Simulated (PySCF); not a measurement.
**A thermochemical cycle for SnO**

r²SCAN in PySCF with def2-TZVPPD on every atom (core potentials on Sn), for the lowest determinant that a PBE0 search found; no spin–orbit coupling. SnO, a singlet (closed shell), has De = 5.68 eV to neutral atoms, and SnO⁺, a doublet (π ↑), has De = 3.47 eV to Sn⁺ + O.

At the same level the Sn atom ionises at 7.40 eV.

Q: What is the adiabatic ionisation energy of the molecule, and does ionisation strengthen or weaken the bond?

A: IE = IE(Sn) + De(neutral) − De(ion) = 7.40 + 5.68 − 3.47 = 9.61 eV. De changes by -2.21 eV, so ionisation weakens the bond.

These are scalar-relativistic numbers at best; spin–orbit coupling would shift them, the dissociation energy most. For an ion De counts to the pair picked by the measured ionisation energies or electron affinities, which need not be the lowest pair at this level. States were picked by a PBE0 search and need not be the measured ground states.
